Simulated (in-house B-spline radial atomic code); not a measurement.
Results of a calculation; reference values are marked as such.
**Weak and strong correlation along the adiabatic connection**

Two-electron singlets in several external potentials (atomic units), by full CI in B-splines with partial waves to l = 8 (correlation energies up to 0.6 % small). The repulsion is scaled by λ at fixed density; W(λ) is the mean repulsion less the Hartree energy, W(0) = E_x, and the area under W from 0 to 1 is E_xc.

Relative drop (W(λ) − E_x)/E_x:

```
                            system  λ = 0.12  λ = 0.25  λ = 0.4  λ = 0.6  λ = 0.8   λ = 1
−Z exp(−kr)/r, Z = 2.22, k = 0.617    0.0112    0.0227   0.0352   0.0507   0.0650  0.0781
−V exp(−r²/w²), V = 4.34, w = 12.2    0.0332    0.0636   0.0928   0.1243   0.1494  0.1699
  ω²r²/2 − Z/r, ω = 0.101, Z = 0.3    0.0407    0.0762   0.1088   0.1426   0.1687  0.1895
  ω²r²/2 − Z/r, ω = 0.405, Z = 0.7    0.0182    0.0361   0.0547   0.0766   0.0958  0.1127
     −Z/r, Z = 3, wall at 2.8 bohr    0.0068    0.0138   0.0217   0.0317   0.0412  0.0502
    empty sphere, radius 0.43 bohr    0.0032    0.0066   0.0105   0.0155   0.0205  0.0253
−Z/r, Z = 0.729, wall at 5.42 bohr    0.0264    0.0512   0.0758   0.1033   0.1261  0.1455
```

(1) Order the systems by how far second-order (GL2) theory, half the initial slope (estimated from the first points of each curve), overshoots the correlation energy, least first.
A. ω²r²/2 − Z/r, ω = 0.101, Z = 0.3
B. −V exp(−r²/w²), V = 4.34, w = 12.2
C. −Z/r, Z = 0.729, wall at 5.42 bohr
D. −Z exp(−kr)/r, Z = 2.22, k = 0.617
E. −Z/r, Z = 3, wall at 2.8 bohr
F. ω²r²/2 − Z/r, ω = 0.405, Z = 0.7
G. empty sphere, radius 0.43 bohr

(2) What else changes along this order?

## Answers

(1) G (GL2/E_c = 1.04), E (GL2/E_c = 1.09), D (GL2/E_c = 1.15), F (GL2/E_c = 1.26), C (GL2/E_c = 1.40), B (GL2/E_c = 1.48), A (GL2/E_c = 1.62).

(2) The ratio follows the bend of the curve. With it the leading natural occupation goes from 1.998 to 1.873 and −T_c/E_c from 0.96 to 0.63 between the first and the last.
